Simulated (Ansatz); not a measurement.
Consider the hydrogenolysis of the Si–F bond: `CC(=O)O[SiH](F)F` + H₂ → `CC(=O)O[SiH2]F` + H–F.

Computed with Ansatz on PBE0-D4/def2-TZVP structures; ΔE is electronic, products minus reactants. CCSD(T)/CBS adds triple-zeta CCSD(T) − MP2 to the extrapolated MP2 energy (def2 sets, frozen cores). This one scheme is used for every species. DFT in def2-TZVPP. B3LYP here is the variant with VWN-RPA as its local correlation; programs differ in this. Each species was taken in one conformer, which may not be the lowest.

Task: Is it downhill or uphill in electronic energy at CCSD(T)/CBS, and by how much? (Estimate.)

Result: Computed: Uphill: ΔE = +32.4 kcal/mol.

Task: What do these levels give: r2SCAN-D4, B3LYP-D4, BHLYP-D4, B3LYP, r2SCANh, r2SCAN0, BHLYP, CAM-B3LYP, RPA@PBE/def2-TZVPP, CCSD/def2-TZVPP, SCS-MP2/def2-QZVPP, MP2/CBS(def2)? (An estimate is asked.)

Result: The calculation gave: r2SCAN-D4 34.7, B3LYP-D4 33.3, BHLYP-D4 33.8, B3LYP 32.6, r2SCANh 34.2, r2SCAN0 33.7, BHLYP 33.2, CAM-B3LYP 33.3, RPA@PBE/def2-TZVPP 31.6, CCSD/def2-TZVPP 32.2, SCS-MP2/def2-QZVPP 33.2, MP2/CBS(def2) 33.1 kcal/mol.

Largest T1 diagnostic among the species: 0.014.

At CCSD(T), def2-SVP lies −3.0 kcal/mol from the extrapolated value and def2-TZVPP −0.0 kcal/mol. Leaving LDA and LC-ωPBE aside and taking each functional with its dispersion term where it has one, the values, not all of them listed here, spread over 4.0 kcal/mol, from HSE06-D4 to B97M-V. From BLYP to BHLYP (50 % exact exchange), in def2-TZVPP and without D4, ΔE moves by +0.8 kcal/mol.
